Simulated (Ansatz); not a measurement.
Basis sets compared for the cluster Al₈Si₂⁻. Total charge -1; doublet. Geometry PBE-D4/def2-SVP. Ansatz on 4 threads of INTEL XEON PLATINUM 8581C on a shared host; times are rough, and most runs start from earlier orbitals.

```
atom    x (Å)    y (Å)    z (Å)
 Al1  -2.5079  -0.2384  -0.1496
 Al2  -1.0978   1.9576  -0.0166
 Al3   0.0424  -0.2423   1.1211
 Al4  -0.6183  -0.1502  -1.9477
 Al5   1.0465   2.3701   1.4460
 Al6  -0.6472  -2.4323  -0.7106
 Al7   1.2645   1.4708  -1.1937
 Al8   1.6888  -1.1916  -0.8282
 Si9  -1.7584  -2.0011   1.4577
Si10   2.5873   0.4575   0.8216
```

The structure comes from a short search, and lower isomers may exist.

```csv
level,functions,energy (Eh),HOMO (eV),LUMO (eV),wall time
PBE-D4/def2-SVP,180,-2516.4874,-1.12,-0.42,5.5 s
PBE0-D4/def2-SVP,180,-2516.6879,-1.85,0.11,16 s
```

Task: Estimate the rows for PBE-D4/def2-SVPD, PBE0-D4/def2-SVPD.

Result: 
```csv
level,functions,energy (Eh),HOMO (eV),LUMO (eV),wall time
PBE-D4/def2-SVPD,240,-2516.5056,-1.09,-0.40,10 s
PBE0-D4/def2-SVPD,240,-2516.7066,-1.78,0.15,21 s
```
